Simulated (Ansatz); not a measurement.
Pulling on the Sn1–H2 bond in BrHSn (SMILES [Br][SnH]) (multiplicity 1 held, fragments rigid). Energies count from the point at 1.785 Å.
Geometry at that point (charge 0, multiplicity 1):
```xyz
3

Sn    -0.580    -0.484     0.712
H     -1.735    -1.056    -0.523
Br     0.878     0.721    -1.002
```

Signs of static correlation in def2-SVP, with CASSCF(2,2), from Ansatz (a first-principles code) runs.

| R (Å) | T1 of restricted CCSD | ⟨S²⟩ of UHF | largest double amplitude of restricted CCSD | weight of the CASSCF reference in MRCISD | CASSCF natural occupations |
|---|---|---|---|---|---|
| 1.428 | 0.014 | 0.069 | 0.080 | 0.908 | 1.98 0.02 |
| 1.606 | 0.015 | 0.000 | 0.073 | 0.908 | 1.98 0.02 |
| 1.785 | 0.015 | 0.000 | 0.065 | 0.908 | 1.97 0.03 |
| 1.963 | 0.016 | 0.000 | 0.075 | 0.908 | 1.95 0.05 |
| 2.142 | 0.017 | 0.000 | 0.092 | 0.908 | 1.93 0.07 |
| 2.410 | 0.021 | 0.289 | 0.142 | 0.908 | 1.89 0.11 |
| 2.677 | 0.028 | 0.643 | 0.242 | 0.908 | 1.81 0.19 |
| 3.123 | 0.047 | 0.887 | 0.394 | 0.908 | 1.64 0.36 |
| 3.570 | … | 0.969 | 0.568 | 0.907 | 1.43 0.57 |
| 4.105 | 0.094 | 1.000 | … | 0.907 | 1.24 0.76 |
| 4.819 | 0.110 | 1.010 | 0.945 | 0.908 | 1.10 0.90 |
| 5.712 | 0.115 | 1.012 | 1.039 | 0.908 | 1.03 0.97 |

### Question
Some entries are withheld; supply them.

### Answer

- 3.570, T1 of restricted CCSD: 0.070
- 4.105, largest double amplitude of restricted CCSD: 0.768

Doubts at one or more of the structures used: a restricted determinant that unrestricted orbitals would lower (R-CCSD(T)/def2-SVP); other coupled-cluster roots lie near (R-CCSD(T)/def2-SVP); T1 above 0.05 (R-CCSD(T)/def2-SVP, U-CCSD(T)/def2-SVP); a spin-contaminated determinant (U-CCSD(T)/def2-SVP).
